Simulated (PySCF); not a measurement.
# Cl (chlorine, neutral) across methods

[Ne] 3s1 3p6, 2S determinant (an excited configuration). Computed with PySCF 2.14 in aug-cc-pVTZ-DK, with scalar relativity by spin-free X2C-1e.

```tsv
method	E (hartree)	mean ε 3s α (eV)	mean ε 3p α (eV)	mean ε 3p β (eV)	Σ⟨r²⟩ (bohr²)	⟨S²⟩
PBE	-460.9413	-21.954	-9.632	-8.637	28.37	0.753
revPBE	-461.0494	-21.950	-9.608	-8.591	28.34	0.753
TPSS	-461.1350	-22.415	-9.797	-8.664	28.24	0.753
LDA	-459.6207	-21.913	-9.702	-8.778	28.45	0.753
PBE0	-460.9453	-24.814	-11.312	-9.730	28.33	0.756
r2SCANh	-461.0566	-24.135	-10.790	-9.219	28.31	0.759
r2SCAN	-461.0661	-23.150	-10.185	-8.811	28.29	0.758
BP86	-461.1765	-22.040	-9.714	-8.757	28.33	0.753
UHF	-460.32222	-32.719	-15.676	-11.811	28.96	0.780
```
